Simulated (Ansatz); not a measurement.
Reaction (ligand exchange at the Sn–F bond): `[F][Sn][O][SiH3]` + HCl → `[SiH3][O][Sn][Cl]` + H–F

Computed with Ansatz on PBE0-D4/def2-TZVP structures; ΔE is electronic, products minus reactants. CBS: MP2 limit from def2 TZ/QZ plus the TZ coupled-cluster correction, frozen cores. This one scheme is used for every species. DFT in def2-TZVPP. def2 core potentials past Kr. For Sn outer-core shells are correlated without core-valence functions, which leaves a few kJ/mol of doubt a bond. Each species was taken in one conformer, which may not be the lowest.

```
      level  ΔE (kJ/mol)
LDA (SPW92)        -26.9
   PBE-QIDH        -32.7
```

Task: What does CCSD(T)/CBS give? (Estimate.)

Result: The calculation gave: -29.3 kJ/mol. The listed levels differ from it by 2.4, -3.4 kJ/mol.

Largest T1 diagnostic among the species: 0.016.

Leaving LDA and LC-ωPBE aside and taking each functional with its dispersion term where it has one, the values, not all of them listed here, spread over 14.7 kJ/mol, from HSE06-D4 to CAM-B3LYP-D4. LDA lies −4.6 kJ/mol from PBE without D4. From r2SCAN to r2SCAN0 (25 % exact exchange), in def2-TZVPP and without D4, ΔE moves by −6.6 kJ/mol. At CCSD(T), def2-SVP lies +9.3 kJ/mol from the extrapolated value and def2-TZVPP +2.1 kJ/mol.
